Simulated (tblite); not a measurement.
Compound: C2H9F3SSi3.
Bonds: F1–C2, C2–F3, C2–F4, C2–C5, C5–S6, S6–Si7, Si7–Si8, Si8–Si9. Hydrogens: H10, H11 on C5; H12, H13 on Si7; H14, H15 on Si8; H16, H17, H18 on Si9.

Computed with GFN2-xTB (tblite), gas phase: L-BFGS steps from a force-field or distance-geometry start until the largest atomic force falls under 0.01 eV/Å.

Step 38: E = -857.5068 eV
```
atom  x, y, z in Å  |  force x, y, z in eV/Å
F1      2.9718   -0.5433   -0.8455    0.042  -0.035   0.035
C2      3.1164    0.2397    0.2337   -0.013  -0.007   0.006
F3      4.3807    0.7029    0.1833   -0.029  -0.028   0.043
F4      3.0471   -0.5536    1.3084    0.029  -0.034  -0.033
C5      2.1430    1.3861    0.2724   -0.029   0.012  -0.032
S6      0.3708    0.9427    0.2831    0.027  -0.056   0.022
Si7     0.0454   -1.1450   -0.2980    0.003   0.065   0.045
Si8    -2.2245   -1.3195    0.1261   -0.047   0.057   0.015
Si9    -3.4908    0.6273    0.2022    0.005  -0.006   0.007
H10     2.3373    2.0127   -0.5983   -0.028   0.042  -0.017
H11     2.3198    1.9508    1.1891    0.026   0.022  -0.044
H12     0.9208   -1.9258    0.5681    0.042  -0.002   0.005
H13     0.5511   -1.2769   -1.6610   -0.018   0.048  -0.019
H14    -2.7602   -2.2788   -0.8492    0.010  -0.034  -0.056
H15    -2.3526   -2.0433    1.4008   -0.004  -0.030   0.027
H16    -4.9114    0.3076    0.3646   -0.024   0.018   0.008
H17    -3.3771    1.4428   -1.0067    0.016  -0.031  -0.048
H18    -3.0962    1.4798    1.3209   -0.007  -0.001   0.038
```

Step 39: E = -857.5081 eV
```
atom  x, y, z in Å  |  force x, y, z in eV/Å
F1      2.9688   -0.5476   -0.8417    0.029  -0.029   0.042
C2      3.1143    0.2394    0.2347    0.024  -0.005   0.000
F3      4.3781    0.7024    0.1799    0.003  -0.014   0.035
F4      3.0515   -0.5508    1.3123   -0.004  -0.024  -0.042
C5      2.1429    1.3882    0.2712    0.001  -0.016  -0.021
S6      0.3745    0.9396    0.2991   -0.015  -0.061   0.018
Si7     0.0453   -1.1456   -0.2950    0.043   0.076   0.033
Si8    -2.2235   -1.3168    0.1236   -0.070  -0.002   0.015
Si9    -3.4891    0.6273    0.2014   -0.025   0.015   0.004
H10     2.3330    2.0096   -0.6052   -0.034   0.025   0.007
H11     2.3281    1.9562    1.1849    0.015   0.025  -0.064
H12     0.9216   -1.9325    0.5656    0.036   0.003   0.001
H13     0.5507   -1.2697   -1.6595   -0.023   0.050  -0.008
H14    -2.7599   -2.2789   -0.8518    0.025  -0.008  -0.037
H15    -2.3555   -2.0428    1.3977   -0.001  -0.021   0.018
H16    -4.9093    0.3042    0.3628   -0.023   0.017   0.011
H17    -3.3818    1.4442   -1.0072    0.023  -0.029  -0.049
H18    -3.0984    1.4800    1.3212   -0.003   0.000   0.037
```

Problem. Estimate the geometry and energy of step 40. (The exact step hangs on the optimiser's Hessian estimate; all steps are aligned on step 39, rigid shifts and turns removed.)

Solution. E = -857.5094 eV, largest force 0.094 eV/Å
```
atom  x, y, z in Å  |  force x, y, z in eV/Å
F1      2.9655   -0.5542   -0.8357    0.019  -0.023   0.034
C2      3.1127    0.2388    0.2359    0.053  -0.006  -0.006
F3      4.3755    0.7023    0.1748    0.037   0.003   0.024
F4      3.0579   -0.5473    1.3168   -0.037  -0.013  -0.037
C5      2.1423    1.3891    0.2698    0.029  -0.037  -0.008
S6      0.3779    0.9338    0.3192   -0.041  -0.038   0.021
Si7     0.0466   -1.1452   -0.2916    0.059   0.055   0.016
Si8    -2.2233   -1.3133    0.1203   -0.069  -0.063   0.013
Si9    -3.4884    0.6280    0.2002   -0.052   0.037   0.001
H10     2.3260    2.0056   -0.6125   -0.041  -0.001   0.025
H11     2.3374    1.9626    1.1786    0.001   0.025  -0.075
H12     0.9230   -1.9404    0.5628    0.026   0.011  -0.007
H13     0.5516   -1.2605   -1.6580   -0.029   0.053   0.009
H14    -2.7591   -2.2784   -0.8560    0.040   0.021  -0.015
H15    -2.3578   -2.0409    1.3946   -0.001  -0.012   0.003
H16    -4.9079    0.3005    0.3613   -0.022   0.018   0.013
H17    -3.3872    1.4460   -1.0087    0.028  -0.029  -0.040
H18    -3.1013    1.4799    1.3222   -0.001  -0.001   0.029
```

The energy changes by -0.0013 eV. The first-order estimate −F·Δx gives -0.0018 eV and the mean of the old and new forces, exact on a quadratic surface, -0.0013 eV. The step makes an angle of 77° with the force vector and moves no atom by more than 0.021 Å.

The cost below is that of the whole relaxation. Time: 2.5 s. Hardware: one thread of an Arm Neoverse N1 (shared host).
